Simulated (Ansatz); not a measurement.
Start from `BSCS` and change one atom or group to get `BSC`.

Ansatz, PBE0-D4/def2-TZVP geometries, multiplicity 1. Each molecule was computed in one conformer, which needn't be the lowest.

```csv
property,`BSCS`
"ideal-gas entropy at 298 K and 1 bar (rigid rotor, harmonic PBE0-D4/def2-TZVP) / J/(mol·K)",327
size of the dipole moment (B3LYP/def2-TZVPP) / D,1.08
HOMO energy (PBE0/def2-TZVPP) / eV,-7.18
HOMO energy (ωB97M-V/def2-TZVPP) / eV,-9.35
HOMO energy (PBE/def2-TZVPP) / eV,-6.01
zero-point energy (PBE0-D4/def2-TZVP) / kJ/mol,157.5
```

(1) What does the change do to each property? (An estimate is asked.)

Answers

(1) The calculation gave: 
```csv
property,`BSC`,shift
"ideal-gas entropy at 298 K and 1 bar (rigid rotor, harmonic PBE0-D4/def2-TZVP) / J/(mol·K)",288,-39
size of the dipole moment (B3LYP/def2-TZVPP) / D,1.73,0.65
HOMO energy (PBE0/def2-TZVPP) / eV,-7.85,-0.67
HOMO energy (ωB97M-V/def2-TZVPP) / eV,-10.02,-0.67
HOMO energy (PBE/def2-TZVPP) / eV,-6.74,-0.73
zero-point energy (PBE0-D4/def2-TZVP) / kJ/mol,157.1,-0.4
```

With PBE0 the HOMO falls by 0.67 eV and the LUMO rises by 0.26 eV, so the gap widens by about 0.93 eV. PBE moves the HOMO by -0.73 eV and ωB97M-V by -0.67 eV. The zero-point energy changes by -0.4 kJ/mol with -3 modes. Dipoles are sizes alone; their direction can turn. Modes under 60 cm⁻¹, often nearly free rotors, make the harmonic entropy too high.

B3LYP here is the variant with VWN-RPA as its local correlation; programs differ in this.
